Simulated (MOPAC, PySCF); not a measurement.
System: BeF2, singlet: symmetric bend, bond length relaxed. Scanned: F-Be-F angle. Other coordinates (Be-F bond length) were minimised at PBE0/def2-TZVP.

Computed with: RKS-B3LYP/LANL2DZ = PySCF with restricted B3LYP/LANL2DZ; AM1, restricted, heats of formation (MOPAC); RKS-BP86/6-31G* = restricted BP86/6-31G*, spherical d (PySCF 2.14.0); CCSD(T) on RHF/cc-pVTZ, 2 core orbitals frozen (PySCF).

Energies relative to the lowest point of each profile, in mEh; the last columns give the difference from CCSD(T):

```tsv
a / °	RKS-B3LYP/LANL2DZ	AM1	RKS-BP86/6-31G*	CCSD(T)	RKS-B3LYP/LANL2DZ − CCSD(T)	AM1 − CCSD(T)	RKS-BP86/6-31G* − CCSD(T)
180	0.0	0.0	0.0	0.0	0.0	0.0	0.0
170	1.0	0.5	0.7	0.8	0.1	-0.4	-0.1
160	3.9	1.9	2.8	3.4	0.5	-1.4	-0.5
150	8.7	4.4	6.5	7.8	0.9	-3.4	-1.3
140	15.5	8.1	12.2	14.4	1.2	-6.3	-2.2
130	24.6	13.2	20.5	23.6	1.1	-10.4	-3.1
120	36.5	20.1	32.1	36.0	0.6	-15.9	-3.9
110	51.9	29.4	48.0	52.8	-0.9	-23.4	-4.7
100	71.8	42.3	69.9	75.8	-4.0	-33.5	-5.9
90	99.1	60.9	100.1	108.1	-8.9	-47.1	-7.9
```

RKS-B3LYP/LANL2DZ is furthest from CCSD(T) at 90 (-8.9 mEh, below); its mean absolute difference over the points is 1.8 mEh.

AM1 is furthest from CCSD(T) at 90 (-47.1 mEh, below); its mean absolute difference over the points is 14.2 mEh.

RKS-BP86/6-31G* is furthest from CCSD(T) at 90 (-7.9 mEh, below); its mean absolute difference over the points is 3.0 mEh.

The scan ran from 180.0 to 80.0; beyond the range shown the relaxed coordinates jump or full CI changes its symmetry label.
